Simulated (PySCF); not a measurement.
HO₃W (SMILES [O]=[W](=[O])[OH]), doublet, geometry from GFN2-xTB (such geometries of metal compounds can be far from the true shape) (the multiplicity is a formal guess) (core potentials on W); PBE/def2-SV(P) in PySCF.

Here is a job for PySCF.
```python
from pyscf import gto, scf, dft

mol = gto.Mole()
mol.atom = '''
    W     0.014561   -0.017142    0.012853
    O     1.583558   -0.431956   -0.475748
    O    -0.526984   -0.811941    1.408410
    O    -0.998428    1.175441   -0.881335
    H    -1.542666    1.816169   -1.361747
'''
mol.basis = 'def2-sv(p)'
mol.ecp = {'W': 'def2-sv(p)'}
mol.charge = 0
mol.spin = 1
mol.verbose = 5
mol.build()

mf = dft.UKS(mol)
mf.xc = 'pbe'
mf.kernel()
```

Output, abridged:

```
PySCF version 2.14.0

[INPUT] verbose = 5
[INPUT] max_memory = 4000
[INPUT] num. atoms = 5
[INPUT] num. electrons = 39
[INPUT] charge = 0
[INPUT] spin (= nelec alpha-beta = 2S) = 1
[INPUT] symmetry False subgroup None
[INPUT] Mole.unit = angstrom
[INPUT] Symbol           X                Y                Z      unit          X                Y                Z       unit  Magmom
[...]
[INPUT] ---------------- BASIS SET ----------------
[INPUT] l, kappa, [nprim/nctr], expnt,             c_1 c_2 ...
[INPUT] H
[...]
                                1.9622572         0.13796524
                                0.44453796        0.47831935
[...]
[INPUT] W
[...]
                                12                1.0014141748
[...]
                                6.084876          -0.66720686321
                                1.2523777812      0.52090351989
                                0.58569208922     0.51885687511
[...]
                                1.623745245       0.18452733732
                                0.69187452392     0.44121676843
                                0.27865835325     0.431584092415
[...]
[INPUT] O
[...]
                                340.87010191      -0.03989003923
                                77.363135167      -0.17853911985
                                21.47964494       -0.46427684959
                                6.6589433124      -0.44309745172
[...]
                                3.863550544       0.23094120765
                                1.0480920883      0.51375311064
[...]
nuclear repulsion = 145.952769398974
number of shells = 31
number of NR pGTOs = 126
number of NR cGTOs = 69
basis = def2-sv(p)
ecp = {'W': 'def2-sv(p)'}

******** <class 'pyscf.dft.uks.UKS'> ********
method = UKS
initial guess = minao
damping factor = 0
level_shift factor = 0
DIIS = <class 'pyscf.scf.diis.CDIIS'>
diis_start_cycle = 1
diis_space = 8
diis_damp = 0
SCF conv_tol = 1e-09
SCF conv_tol_grad = None
SCF max_cycles = 50
direct_scf = True
direct_scf_tol = 1e-13
number electrons alpha = 20  beta = 19
XC library pyscf.dft.libxc version 7.1.2
    S. Lehtola, C. Steigemann, M. J. T. Oliveira, and M. A. L. Marques,  SoftwareX 7, 1–5 (2018)
XC functionals = pbe
    J. P. Perdew, K. Burke, and M. Ernzerhof,  Phys. Rev. Lett. 77, 3865 (1996)
    J. P. Perdew, K. Burke, and M. Ernzerhof,  Phys. Rev. Lett. 78, 1396 (1997)
    J. P. Perdew, K. Burke, and M. Ernzerhof,  Phys. Rev. Lett. 77, 3865 (1996)
    J. P. Perdew, K. Burke, and M. Ernzerhof,  Phys. Rev. Lett. 78, 1396 (1997)
radial grids:
    Treutler-Ahlrichs [JCP 102, 346 (1995); DOI:10.1063/1.469408] (M4) radial grids

becke partition: Becke, JCP 88, 2547 (1988); DOI:10.1063/1.454033
pruning grids: <function nwchem_prune>
grids dens level: 3
symmetrized grids: False
atomic radii adjust function: <function treutler_atomic_radii_adjust>
small_rho_cutoff = 0
Set gradient conv threshold to 3.16228e-05
Density of valence part of ANO basis will be used as initial guess for W
atom W rad-grids = 100, ang-grids = [ 50  50  50  50  50  50  50  50  50  50  50  50  50  50  50  50  50  50
  50  50  50  50  50  50  50  50  50  50  86  86  86  86  86  86  86  86
  86  86  86  86  86  86  86  86 350 350 350 350 350 350 350 350 350 350
 350 434 434 434 434 434 434 434 434 434 434 434 434 434 434 434 434 434
 434 434 434 434 434 434 350 350 350 350 350 350 350 350 350 350 350 350
 350 350 350 350 350 350 350 350 350 350]
atom O rad-grids = 75, ang-grids = [ 50  50  50  50  50  50  50  50  50  50  50  50  50  50  50  50  50  50
  50  50  50  50  50  86  86  86  86  86  86  86  86  86 266 266 266 266
 266 266 266 302 302 302 302 302 302 302 302 302 302 302 302 302 302 302
 302 302 302 302 302 266 266 266 266 266 266 266 266 266 266 266 266 266
 266 266 266]
atom H rad-grids = 50, ang-grids = [ 50  50  50  50  50  50  50  50  50  50  50  50  50  50  50  86  86  86
  86 266 266 266 266 266 302 302 302 302 302 302 302 302 302 302 302 302
[...]
 -8.33165827e-01 -8.11419291e-01 -5.40198083e-01 -3.90142615e-01
 -3.74001490e-01 -3.63932372e-01 -3.50895875e-01 -3.07391098e-01
 -3.05477985e-01 -2.93953725e-01 -2.61610364e-01 -1.70717545e-01
 -1.01631359e-01 -7.65956294e-02 -2.55972643e-02  1.08981909e-02
  1.82591309e-02  2.69628668e-02  4.72528323e-02  7.07790761e-02
  1.00822818e-01  2.01777151e-01  2.38742428e-01  2.45235421e-01
  2.66024575e-01  2.94131959e-01  2.98155086e-01  5.89607688e-01
  6.02465135e-01  8.62124852e-01  8.80604454e-01  8.87895108e-01
  9.25974059e-01  9.70764489e-01  1.00132640e+00  1.01307747e+00
  1.01996819e+00  1.05686715e+00  1.11397663e+00  1.19625658e+00
  1.27922753e+00  1.35036591e+00  1.42123666e+00  1.70204886e+00
  2.40684779e+00  2.41347386e+00  2.46091442e+00  2.46800691e+00
  2.50213869e+00  2.51283109e+00  2.51855118e+00  2.53421705e+00
  2.53617481e+00  2.54844607e+00  2.55289395e+00  2.64909693e+00
  2.89991146e+00  2.96204367e+00  2.96919027e+00  6.79295872e+01
  5.75926741e+02]
multiplicity <S^2> = 0.75600171  2S+1 = 2.0059927
nelec by numeric integration = [20.00000021 19.00000026]
E1 = -714.2473713928982  E2 = 275.2229222771538  Ecoul = 308.7404123688445  Exc = -33.51749009169064
cycle= 13 E= -293.07167971677  delta_E= -4.31e-10  |g|= 7.82e-06  |ddm|= 3.9e-05
  alpha mo_energy =
[-1.88142098e+01 -1.87656590e+01 -1.87655717e+01 -2.92115200e+00
 -1.62759035e+00 -1.62608869e+00 -1.60809480e+00 -9.33950576e-01
 -8.31986453e-01 -8.10300536e-01 -5.41609443e-01 -3.92259306e-01
 -3.77948011e-01 -3.66412493e-01 -3.56652136e-01 -3.06897929e-01
 -3.05771424e-01 -2.98581314e-01 -2.60578644e-01 -2.30727987e-01
 -1.16844903e-01 -9.01892662e-02 -2.98942568e-02 -8.46019261e-03
  1.11551232e-02  2.24740171e-02  4.06691284e-02  6.63219535e-02
  9.60469036e-02  1.88712272e-01  2.26800924e-01  2.33083225e-01
  2.43961717e-01  2.91004276e-01  2.92973732e-01  5.45027465e-01
  6.00102690e-01  8.56761016e-01  8.79412268e-01  8.84219862e-01
  9.21785670e-01  9.70082213e-01  1.00218637e+00  1.01039601e+00
  1.01745008e+00  1.05143659e+00  1.11337397e+00  1.19364136e+00
  1.26544226e+00  1.33979472e+00  1.41397483e+00  1.69246569e+00
  2.40716585e+00  2.41427222e+00  2.46264475e+00  2.46976211e+00
  2.50471269e+00  2.51591562e+00  2.52139494e+00  2.53667412e+00
  2.53941569e+00  2.54853397e+00  2.55317101e+00  2.64792555e+00
  2.89919123e+00  2.95914974e+00  2.96663924e+00  6.79231871e+01
  5.75922238e+02]
  beta  mo_energy =
[-1.88147581e+01 -1.87665457e+01 -1.87664579e+01 -2.90822646e+00
 -1.61586994e+00 -1.61543722e+00 -1.58248083e+00 -9.34648268e-01
 -8.33164701e-01 -8.11418108e-01 -5.40198918e-01 -3.90142412e-01
 -3.74002075e-01 -3.63931047e-01 -3.50895181e-01 -3.07390544e-01
 -3.05477763e-01 -2.93952304e-01 -2.61608617e-01 -1.70717711e-01
 -1.01631514e-01 -7.65953238e-02 -2.55979385e-02  1.08983793e-02
  1.82593014e-02  2.69630461e-02  4.72533408e-02  7.07792560e-02
  1.00822464e-01  2.01777309e-01  2.38742502e-01  2.45235477e-01
  2.66024586e-01  2.94132075e-01  2.98155435e-01  5.89607708e-01
  6.02464128e-01  8.62124907e-01  8.80604940e-01  8.87895847e-01
  9.25973353e-01  9.70766079e-01  1.00132736e+00  1.01307835e+00
  1.01996969e+00  1.05686654e+00  1.11397711e+00  1.19625776e+00
  1.27922754e+00  1.35036657e+00  1.42123748e+00  1.70204830e+00
  2.40684755e+00  2.41347286e+00  2.46091346e+00  2.46800590e+00
  2.50213997e+00  2.51283229e+00  2.51855240e+00  2.53421824e+00
  2.53617601e+00  2.54844708e+00  2.55289521e+00  2.64909865e+00
  2.89991056e+00  2.96204507e+00  2.96919150e+00  6.79295853e+01
  5.75926739e+02]
multiplicity <S^2> = 0.75600384  2S+1 = 2.0059949
nelec by numeric integration = [20.00000021 19.00000026]
E1 = -714.2473355032156  E2 = 275.22288638772744  Ecoul = 308.740363922681  Exc = -33.51747753495356
Extra cycle  E= -293.071679716514  delta_E= 2.56e-10  |g|= 2.83e-05  |ddm|= 2.78e-05
converged SCF energy = -293.071679716514  <S^2> = 0.75600384  2S+1 = 2.0059949
```
